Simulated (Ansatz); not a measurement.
Two structures of Si₂NH₇O, singlet, reached by relaxing down either side of one saddle point (PBE0-D4/def2-TZVP). Energies are electronic, without zero-point energy. Program: Ansatz 0.2.0. Basis: def2-TZVPP and def2-QZVPP. Cores are frozen in the correlated methods. Extrapolation: Hartree–Fock as exp(−7.88 √X), correlation as X^−2.97. First:

| atom | x (Å) | y (Å) | z (Å) |
| --- | --- | --- | --- |
| Si1 | -0.4086 | 0.5095 | -0.1534 |
| N2 | 0.7776 | 1.4333 | 0.6589 |
| O3 | -0.3788 | 0.6108 | -1.8035 |
| H4 | -0.4540 | 1.4848 | -2.1916 |
| H5 | -1.6962 | 1.0429 | 0.3765 |
| Si6 | -0.1042 | -1.7723 | 0.2599 |
| H7 | 1.7634 | 1.2387 | 0.6256 |
| H8 | 0.5665 | 2.2942 | 1.1321 |
| H9 | 1.3113 | -2.1513 | -0.0136 |
| H10 | -0.9887 | -2.6218 | -0.5821 |
| H11 | -0.3884 | -2.0686 | 1.6913 |

Second:

Si1  (-0.758, 0.320, -0.651)
N2  (0.658, 1.475, 0.116)
O3  (-0.626, 0.567, -2.160)
H4  (0.487, 2.398, -0.276)
H5  (-1.861, 0.921, 0.177)
Si6  (-0.149, -1.748, 0.308)
H7  (1.554, 1.158, -0.245)
H8  (0.709, 1.544, 1.129)
H9  (1.200, -2.173, -0.163)
H10  (-1.131, -2.810, -0.036)
H11  (-0.083, -1.652, 1.800)
(Å)

Which bonds change from the first to the second?

Si₂NH₇O ([NH2][SiH]([OH])[SiH3]) → Si₂H₄O ([O][SiH][SiH3]) + NH₃ (still joined by a long Si–N bond); bonds formed: N2–H4; bonds broken: O3–H4; bonds weakened to dative contacts: Si1–N2.

Give the saddle point's structure and its height above each. (Judge from chemistry; the value comes from the calculation.)

Computed: 173.4 kJ/mol above the first and 45.6 kJ/mol above the second (CCSD(T) at an estimated basis limit (MP2 extrapolated from triple and quadruple zeta, plus CCSD(T) − MP2 in triple zeta)).
Si1  (-0.706, 0.373, -0.319)
N2  (0.690, 1.535, 0.149)
O3  (-0.490, 0.889, -1.801)
H4  (0.449, 1.603, -1.035)
H5  (-1.879, 0.844, 0.480)
Si6  (-0.137, -1.829, 0.264)
H7  (1.605, 1.167, 0.379)
H8  (0.494, 2.359, 0.703)
H9  (1.238, -2.143, -0.215)
H10  (-1.092, -2.790, -0.349)
H11  (-0.170, -2.010, 1.743)
(Å)

T1 diagnostic: at most 0.017.

Labels in which every atom is bracketed show which atoms are joined, not bond orders.

For scale, one of the runs: CCSD(T)/def2-TZVPP, 244 basis functions, launched by `ansatz run in.yaml --threads 4 --pin off --events-out ev --progress --plain --max-ram 9574MiB`. Hardware: 4 CPU threads of an Arm Neoverse V1, shared host. Wall time 100 s; peak host memory 4.6 GiB.
